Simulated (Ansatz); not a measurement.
## Scan of the H5–O1–Ge2–F3 dihedral angle

GeH$_{2}$OF$_{2}$ (SMILES [OH][GeH]([F])[F]), closed shell, at its PBE0-D4/def2-TZVP minimum:

```json
{"atom": "O1", "x (Å)": "0.0864", "y (Å)": "1.0490", "z (Å)": "-0.9099"}
{"atom": "Ge2", "x (Å)": "0.0759", "y (Å)": "-0.1023", "z (Å)": "0.3968"}
{"atom": "F3", "x (Å)": "1.0428", "y (Å)": "-1.4591", "z (Å)": "-0.0315"}
{"atom": "F4", "x (Å)": "-1.5023", "y (Å)": "-0.7681", "z (Å)": "0.5564"}
{"atom": "H5", "x (Å)": "-0.2077", "y (Å)": "0.6880", "z (Å)": "-1.7510"}
{"atom": "H6", "x (Å)": "0.5468", "y (Å)": "0.5284", "z (Å)": "1.6929"}
```

The dihedral angle H5–O1–Ge2–F3 (56.4° at the minimum) is set to the values below, the two halves turning rigidly about the central bond. Each method's energies count from its own value at the PBE0-D4 minimum structure. Program: Ansatz 0.2.0. Basis: def2-TZVPP. Cores are frozen in the correlated methods. Filled d shells of the heavier atoms are correlated. The def2 sets are not built for correlating such inner shells, so the correlated values are less sure here. B3LYP uses VWN-RPA correlation.

```tsv
dihedral angle (°)	CCSD(T) (kcal/mol)	r2SCAN-D4 (kcal/mol)	PBE0-D4 (kcal/mol)	PBE-D4 (kcal/mol)
-174.3	2.506	2.568	2.565	2.527
-134.3	2.491	2.555	2.571	2.494
-94.3	2.509	2.578	2.587	2.525
-54.3	2.395	2.426	2.414	2.397
-14.3	1.561	1.503	1.485	1.488
25.7	0.371	0.339	0.332	0.333
65.7	0.036	0.032	0.032	0.032
105.7	0.889	0.830	0.816	0.818
145.7	2.058	2.036	2.018	2.016
```

Largest difference from the CCSD(T) curve over the scan: B3LYP-D4 0.130; wB97M-V 0.154; HF 0.210; MP2 0.039 kcal/mol. Each curve counts from its own value at the minimum.

No T1 diagnostic of these runs exceeds 0.013.

For scale, one of the runs: CCSD(T)/def2-TZVPP, 169 basis functions (an equivalent command: `ansatz run in.yaml --threads 4`). Time: 31 s of wall clock on 4 CPU threads; the host was shared. Peak host memory: 1.6 GiB.
